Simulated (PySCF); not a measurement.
sulfuric acid cation (H2O4S), SMILES O=S(=O)(O)O (connectivity only; charge and spin as stated), charge +1, multiplicity 2.

The structure is a stationary point at PBE-D3(BJ)/def2-SVP. The multiplicity is an assumed one; other spin states were not compared. The values are those of a single conformer.

These are TDA-CAM-B3LYP/def2-SVPD (PySCF) values and carry that method's errors.

Vertical excitations. Gas-phase values at a fixed geometry.

```json
[
 {"state": "root 1", "energy (eV)": "0.95", "λ (nm)": "1300", "f": "0.000", "main pairs": "β HOMO→LUMO 89 %"},
 {"state": "root 2", "energy (eV)": "2.20", "λ (nm)": "565", "f": "0.000", "main pairs": "β HOMO−2→LUMO 94 %"},
 {"state": "root 3", "energy (eV)": "2.67", "λ (nm)": "464", "f": "0.045", "main pairs": "β HOMO−1→LUMO 90 %"},
 {"state": "root 4", "energy (eV)": "3.40", "λ (nm)": "365", "f": "0.002", "main pairs": "β HOMO−3→LUMO 92 %"},
 {"state": "root 5", "energy (eV)": "4.26", "λ (nm)": "291", "f": "0.007", "main pairs": "β HOMO−4→LUMO 88 %"},
 {"state": "root 6", "energy (eV)": "5.30", "λ (nm)": "234", "f": "0.046", "main pairs": "β HOMO−5→LUMO 91 %"},
 {"state": "root 7", "energy (eV)": "6.32", "λ (nm)": "196", "f": "0.000", "main pairs": "β HOMO−6→LUMO 94 %"},
 {"state": "root 8", "energy (eV)": "6.60", "λ (nm)": "188", "f": "0.008", "main pairs": "β HOMO−7→LUMO 92 %"},
 {"state": "root 9", "energy (eV)": "7.78", "λ (nm)": "159", "f": "0.000", "main pairs": "α HOMO→LUMO 29 %, β HOMO→LUMO+1 50 %"},
 {"state": "root 10", "energy (eV)": "7.94", "λ (nm)": "156", "f": "0.011", "main pairs": "β HOMO−8→LUMO 91 %"}
]
```
Unrestricted roots are not spin-pure.
